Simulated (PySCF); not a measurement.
A PySCF script (with the pyscf-properties extension) for the NMR shieldings of `C=C[SiH2]C1=CBCC=C1`, C$_{7}$H$_{11}$BSi, on a GFN2-xTB geometry:

```python
import basis_set_exchange as bse
import numpy as np
from pyscf import gto, dft
from pyscf.prop import nmr

atoms = """
C     2.060705   -0.581155   -2.037384
C     2.713384    0.146960   -1.144712
Si    1.930482    0.965006    0.364121
C     0.104873    0.469013    0.444395
C    -0.907007    1.359312    0.244297
B    -2.368933    0.929389    0.288433
C    -2.638625   -0.595425    0.573501
C    -1.423286   -1.424451    0.766644
C    -0.183418   -0.920646    0.706286
H     2.546292   -1.033500   -2.889904
H     0.999827   -0.760018   -1.954323
H     3.778903    0.293117   -1.281458
H     2.055933    2.423797    0.262197
H     2.622681    0.485683    1.571279
H    -0.619638    2.387730    0.050723
H    -3.261333    1.672348    0.121327
H    -3.235848   -1.038920   -0.232609
H    -3.280545   -0.713206    1.455142
H    -1.566976   -2.480353    0.965522
H     0.667382   -1.574002    0.855611
"""
names = dict.fromkeys(["C", "Si", "B", "H"], "pcSseg-1")
basis = {el: gto.basis.parse(bse.get_basis(n, elements=[el], fmt="nwchem")) for el, n in names.items()}
mol = gto.M(atom=atoms, basis=basis, charge=0, verbose=0)
mf = dft.RKS(mol, xc="PBE0")
mf.grids.level = 2
mf.grids.alignment = dft.numint.BLKSIZE   # the property module wants whole blocks of grid points
mf.conv_tol = 1e-9
mf.kernel()

calc = nmr.RKS(mf)   # GIAO
C = mf.mo_coeff
Co = C[:, mf.mo_occ > 0]
resp = mf.gen_response(singlet=True, hermi=2)
def vind(x):   # induced exchange potential for any number of trial vectors
    d = np.einsum("pi,xij,qj->xpq", C, 2 * x.reshape(-1, C.shape[1], Co.shape[1]), Co, optimize=True)
    return np.einsum("xpq,pi,qj->xij", resp(d - d.transpose(0, 2, 1)), C, Co, optimize=True).ravel()
mo1, _ = nmr.rhf.solve_mo1(calc, with_cphf=vind)
sigma = calc.kernel(mo1)
for i, s in enumerate(sigma):   # ppm
    print("%2d %-2s %9.2f" % (i, mol.atom_pure_symbol(i), np.trace(s) / 3))
```

Q: What are the results?

A: 
```
 0 C      42.04
 1 C      48.15
 2 Si    388.92
 3 C      17.04
 4 C      34.05
 5 B      36.28
 6 C     151.93
 7 C      32.33
 8 C      49.64
 9 H      25.18
10 H      25.73
11 H      25.22
12 H      26.91
13 H      26.73
14 H      23.69
15 H      24.62
16 H      29.19
17 H      29.20
18 H      24.45
19 H      24.61
```

These numbers come from an equivalent density-fitted implementation of the same equations, which agrees with the script to about 0.01 ppm for H and up to a few tenths of a ppm for heavy atoms, so last digits may differ.

Size and cost of the density-fitted run: 215 basis functions, 60 s wall time on 1 thread of an Arm Neoverse V1, shared host; peak memory 0.97 GiB.
